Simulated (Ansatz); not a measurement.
Method: frozen-core CCSD(T)/cc-pVTZ // CAM-B3LYP-D3(BJ)/def2-TZVP (Ansatz, an electronic-structure program).

Ansatz 0.2 input:
```yaml
crystal:
  periodic: [false, false, false]
  atoms:
    - { symbol: O, position_ang: [-0.407697, 1.052312, -0.600698] }
    - { symbol: B, position_ang: [-0.198088, -0.204589, -0.117692] }
    - { symbol: O, position_ang: [-1.266616, -0.988069, 0.163513] }
    - { symbol: S, position_ang: [1.437355, -0.957689, 0.196462] }
    - { symbol: H, position_ang: [0.376153, 1.572257, -0.784503] }
    - { symbol: H, position_ang: [-2.105991, -0.553598, -0.017877] }
    - { symbol: H, position_ang: [2.181842, 0.086698, -0.187148] }
basis:
  gaussian: { orbitals: cc-pVTZ }
correlation:
  method: ccsd_t
```

Output:

```
Functional definition: HF
986 factors; integrals over basis functions are off by at most 9.0e-4 eV
mean field evaluation 1: about -15613.2350 eV, gradient 4.4e1 eV
mean field evaluation 2: about -15613.4356 eV, gradient 4.5e1 eV
mean field evaluation 4: about -15617.1509 eV, gradient 3.0e0 eV
mean field evaluation 8: about -15617.1976 eV, gradient 2.0e-1 eV
mean field evaluation 16: about -15615.8564 eV, gradient 2.7e1 eV
mean field -15617.19785186 eV, -573.9214353391 hartree, gradient 6.2e-6 eV, S^2 0.000000; 0 other end points of the search recorded, 0 dependent functions left out
8 core orbitals not correlated
reference -15617.19785186 eV, -573.9214353391 hartree; 12, 12 occupied and 146, 146 virtual orbitals, 986 factors
second order -20.52768880 eV of doubles, -0.00000000 eV of singles
cycle   1  -20.65503270 eV  change   -1.3e-1 eV  update   9.1e-2
cycle   2  -21.10001020 eV  change   -4.4e-1 eV  update   2.5e-2
cycle   3  -21.19424060 eV  change   -9.4e-2 eV  update   1.3e-2
cycle   4  -21.18063059 eV  change    1.4e-2 eV  update   3.0e-3
cycle   5  -21.18017716 eV  change    4.5e-4 eV  update   1.2e-3
cycle   6  -21.18038753 eV  change   -2.1e-4 eV  update   3.3e-4
cycle   7  -21.18011619 eV  change    2.7e-4 eV  update   1.1e-4
cycle   8  -21.18008587 eV  change    3.0e-5 eV  update   3.2e-5
cycle   9  -21.18009777 eV  change   -1.2e-5 eV  update   1.1e-5
perturbative correction -0.82826472 eV, -0.0304381670 hartree
Total energy: -15639.20621435 eV, -574.7302277428 hartree
```

Cost: around 40 core-seconds (rough).
